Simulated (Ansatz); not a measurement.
Input file for Ansatz (a quantum-chemistry and plane-wave program): U-PBE0/def2-TZVPP on SeF, 2S+1 = 4, a spin state set in the input, which need not be the lowest.

Ansatz 0.2 input:
```yaml
crystal:
  periodic: [false, false, false]
  atoms:
    - {symbol: F, position_ang: [0.00000000, 0.00000000, 0.00000000]}
    - {symbol: Se, position_ang: [0.00000000, 0.00000000, 1.68100000]}
basis:
  gaussian:
    orbitals: def2-TZVPP
hamiltonian:
  xc: {name: PBE0}
magnetization: {spin_polarized: true, initial_magnetization: 3}
relax: {f_tol: 0.002, max_steps: 120}
```

Output:

```
WARN ansatz: RAYON_NUM_THREADS=2 ignored (pool sized by the plan → 2); use --threads N
Functional definition: PBE0
integrals: 0.02 GiB planned
568 factors; their error is unknown
mean field: 0.28 GiB planned
mean field evaluation 1: about -68051.8506 eV, gradient 2.1e1 eV
mean field evaluation 2: about -68047.0041 eV, gradient 4.4e1 eV
mean field evaluation 4: about -68053.0038 eV, gradient 6.6e-1 eV
mean field evaluation 8: about -68053.0059 eV, gradient 2.5e-2 eV
mean field evaluation 16: about -68053.4408 eV, gradient 2.2e-5 eV
mean field -68053.44077955 eV, -2500.9178203694 hartree, gradient 2.2e-5 eV, S^2 3.752637; 0 other end points of the search recorded, 0 dependent functions left out
the calculation of the forces begins
reference -68053.44080011 eV, -2500.9178211251 hartree; 23, 20 occupied and 56, 59 virtual orbitals, 568 factors
relax step   1: F+E_penalty+E_count = -68053.44077955 eV  Δ(F+E_penalty+E_count) = +0.000e0 eV  max|allowed force component| = 6.575e0 eV/Å  Δτ_max = 0.0000 Å  (28 SCF iters, accepted)
these checks for a lower state are left out or cut short: starts, cluster_reference, orbital_swaps, neighbouring_geometries, increment
integrals: 0.02 GiB planned
568 factors; their error is unknown
mean field: 0.28 GiB planned
mean field -68053.93796522 eV, -2500.9360916058 hartree, gradient 5.9e-6 eV, S^2 3.753149; 0 other end points of the search recorded, 0 dependent functions left out
the calculation of the forces begins
reference -68053.93798514 eV, -2500.9360923379 hartree; 23, 20 occupied and 56, 59 virtual orbitals, 568 factors
relax step   2: F+E_penalty+E_count = -68053.93796522 eV  Δ(F+E_penalty+E_count) = -4.972e-1 eV  max|allowed force component| = 3.605e0 eV/Å  Δτ_max = 0.0498 Å  (33 SCF iters, accepted)
these checks for a lower state are left out or cut short: starts, cluster_reference, orbital_swaps, neighbouring_geometries, increment
integrals: 0.02 GiB planned
568 factors; their error is unknown
mean field: 0.28 GiB planned
mean field evaluation 32: about -68054.2469 eV, gradient 1.9e-5 eV
mean field -68054.24693012 eV, -2500.9474458565 hartree, gradient 1.9e-5 eV, S^2 3.753911; 0 other end points of the search recorded, 0 dependent functions left out
the calculation of the forces begins
reference -68054.24695057 eV, -2500.9474466082 hartree; 23, 20 occupied and 56, 59 virtual orbitals, 568 factors
relax step   3: F+E_penalty+E_count = -68054.24693012 eV  Δ(F+E_penalty+E_count) = -3.090e-1 eV  max|allowed force component| = 8.587e-1 eV/Å  Δτ_max = 0.0734 Å  (38 SCF iters, accepted)
these checks for a lower state are left out or cut short: starts, cluster_reference, orbital_swaps, neighbouring_geometries, increment
integrals: 0.02 GiB planned
568 factors; their error is unknown
mean field: 0.28 GiB planned
mean field -68054.27377615 eV, -2500.9484324300 hartree, gradient 5.4e-6 eV, S^2 3.754371; 0 other end points of the search recorded, 0 dependent functions left out
the calculation of the forces begins
reference -68054.27379628 eV, -2500.9484331698 hartree; 23, 20 occupied and 56, 59 virtual orbitals, 568 factors
relax step   4: F+E_penalty+E_count = -68054.27377615 eV  Δ(F+E_penalty+E_count) = -2.685e-2 eV  max|allowed force component| = 1.991e-1 eV/Å  Δτ_max = 0.0451 Å  (36 SCF iters, accepted)
these checks for a lower state are left out or cut short: starts, cluster_reference, orbital_swaps, neighbouring_geometries, increment
integrals: 0.02 GiB planned
568 factors; their error is unknown
mean field: 0.28 GiB planned
mean field -68054.27576640 eV, -2500.9485055702 hartree, gradient 1.9e-5 eV, S^2 3.754266; 0 other end points of the search recorded, 0 dependent functions left out
the calculation of the forces begins
reference -68054.27578668 eV, -2500.9485063154 hartree; 23, 20 occupied and 56, 59 virtual orbitals, 568 factors
relax step   5: F+E_penalty+E_count = -68054.27576640 eV  Δ(F+E_penalty+E_count) = -1.990e-3 eV  max|allowed force component| = 1.028e-2 eV/Å  Δτ_max = 0.0104 Å  (34 SCF iters, accepted)
these checks for a lower state are left out or cut short: starts, cluster_reference, orbital_swaps, neighbouring_geometries, increment
integrals: 0.02 GiB planned
568 factors; their error is unknown
mean field: 0.28 GiB planned
mean field -68054.27577141 eV, -2500.9485057545 hartree, gradient 1.9e-5 eV, S^2 3.754271; 0 other end points of the search recorded, 0 dependent functions left out
the calculation of the forces begins
reference -68054.27579169 eV, -2500.9485064995 hartree; 23, 20 occupied and 56, 59 virtual orbitals, 568 factors
relax step   6: F+E_penalty+E_count = -68054.27577141 eV  Δ(F+E_penalty+E_count) = -5.015e-6 eV  max|allowed force component| = 3.752e-6 eV/Å  Δτ_max = 0.0005 Å  (35 SCF iters, accepted)
integrals: 0.02 GiB planned
568 factors; their error is unknown
mean field: 0.28 GiB planned
mean field evaluation 64: about -68054.2758 eV, gradient 1.9e-5 eV
mean field -68054.27577141 eV, -2500.9485057545 hartree, gradient 1.9e-5 eV, S^2 3.754271; 1 other end points of the search recorded, 0 dependent functions left out
the calculation of the forces begins
reference -68054.27579169 eV, -2500.9485064995 hartree; 23, 20 occupied and 56, 59 virtual orbitals, 568 factors
Total energy: -68054.27579169 eV, -2500.9485064995 hartree
Atom 0 at    -0.000000    -0.000000    -0.158422 Å, force    -0.000000    -0.000000     0.000004 eV/Å
Atom 1 at     0.000000     0.000000     1.839422 Å, force     0.000000    -0.000000    -0.000004 eV/Å
Dipole moment:    -0.000000    -0.000000     0.593131 e Å
```

Self-consistency was reached.

Cost: about 11 core-seconds (a rough figure).
